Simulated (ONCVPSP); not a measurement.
## LDA (Perdew-Zunger) ONCV dataset for caesium, non-relativistic all-electron reference.

* Element: Cs (Z = 55)
* Generator: ONCVPSP 4.0.1
* Type: optimised norm-conserving Vanderbilt (ONCV)
* Functional: LDA (Perdew-Zunger)
* Relativity: non-relativistic
* Frozen core: [Kr] 4d10
* Valence charge: 9
* Reference configuration: 5s2 5p6 6s1
* Partial waves: 5s+6s: rc 3.25 bohr, ncon 3, nbas 8, qcut 4.7 1/bohr, 2 projectors; 5p: rc 3.00 bohr, ncon 4, nbas 8, qcut 3.6 1/bohr, 2 projectors, debl 1 Ha; d scattering state at 0.13 Ha: rc 3.50 bohr, ncon 4, nbas 8, qcut 3.1 1/bohr, 3 projectors, debl 3.4 Ha
* Local potential: polynomial inside 2.90 bohr (lpopt 5, dvloc0 0 Ha)
* Core correction: Teter function, fcfact 2.75, rcfact 1.3

In the d channel the program set the typed energies aside and used 0.050, 3.450, 6.850 Ha.

Poles of the logarithmic derivatives, all-electron (AE) and pseudo (PS). s: poles at -0.9, 1.4, 4.9 (AE) and -0.9, 1.4, 3.1 (PS) Ha. p: poles at -0.3, 2.4 (AE) and -0.3, 2.3 (PS) Ha. d: poles at 0.3, 2.3 (AE) and 0.6, 4.2 (PS) Ha. Test radii: s 3.30, p 3.05, d 3.54 bohr.

* Cutoffs needed: 5.4 Ha and 7.0 Ha (the cutoffs (Ha) at which the residual kinetic energy of the hardest occupied pseudo-wave falls to 1 and 0.1 mHa per electron) The cutoffs count occupied waves only; projector 3 of the d channel, the hardest unoccupied one, needs 44 Ha at the loose tolerance.
* Ghost test: no bound ghost flagged; GHOST(+) flagged for d at 188.1 eV, d at 414.4 eV
* Largest excitation error: -66 meV (all-electron minus pseudo) for 5s2 5p6 5d1 6s0, out of 4 test configurations
* rms error of d²Exc/dni dnj: 4.03 mHa without and 1.12 mHa with the model core
